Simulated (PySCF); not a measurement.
# Electron correlation in Ar⁺ (argon, charge +1)

[Ne] 3s2 3p5, 2P determinant. Calculation: PySCF 2.14, in def2-TZVP (5s5p2d1f, 37 functions); no relativity, point nucleus. Frozen: [Ne]; 7 electrons correlated.

MP2 pair energies summed by pair of shells (mhartree):

```tsv
pair	energy	share (%)
3p-3p	-103.45	63.7
3s-3p	-50.33	31.0
3s-3s	-8.71	5.4
```

Total MP2 correlation energy: -162.49 mhartree.

Same-spin part -37.79 and opposite-spin part -124.70 mhartree; SCS-MP2 scales them by 1/3 and 6/5 to -162.24 mhartree.

| level | correlation energy (mhartree) |
| --- | --- |
| CCSD | -188.31 |
| (T) | -5.28 |
| CCSD(T) | -193.59 |

Diagnostics: T1 = 0.0064, D1 = 0.0219, largest double amplitude 0.054.

Cost of the coupled-cluster step: 0.85 s of wall time on 1 thread of Neoverse-N1 (shared host), for 7 correlated electrons.

Iterations:

```
CC2 = 0
CCSD nocc = (np.int64(4), np.int64(3)), nmo = (32, 32)
frozen orbitals [[0, 1, 2, 3, 4], [0, 1, 2, 3, 4]]
max_cycle = 100
direct = 0
conv_tol = 1e-08
conv_tol_normt = 1e-06
diis_space = 8
diis_start_cycle = 0
Init t2, MP2 energy = -0.162492833471233
Init E_corr(UCCSD) = -0.162492833471544
cycle = 1  E_corr(UCCSD) = -0.182605574409856  dE = -0.0201127409  norm(t1,t2) = 0.0372807
cycle = 2  E_corr(UCCSD) = -0.186643440883803  dE = -0.00403786647  norm(t1,t2) = 0.0117374
cycle = 3  E_corr(UCCSD) = -0.188373373615504  dE = -0.00172993273  norm(t1,t2) = 0.00467263
cycle = 4  E_corr(UCCSD) = -0.188305946735912  dE = 6.74268796e-05  norm(t1,t2) = 0.000550279
cycle = 5  E_corr(UCCSD) = -0.188307073120438  dE = -1.12638453e-06  norm(t1,t2) = 7.42454e-05
cycle = 6  E_corr(UCCSD) = -0.188307337455262  dE = -2.64334825e-07  norm(t1,t2) = 1.40809e-05
cycle = 7  E_corr(UCCSD) = -0.188307387158547  dE = -4.97032849e-08  norm(t1,t2) = 2.32227e-06
cycle = 8  E_corr(UCCSD) = -0.18830737903216  dE = 8.12638734e-09  norm(t1,t2) = 5.1e-07
UCCSD converged
E(UCCSD) = -526.455518102338  E_corr = -0.1883073790321599
UCCSD(T) correction = -0.00527812993464184
```
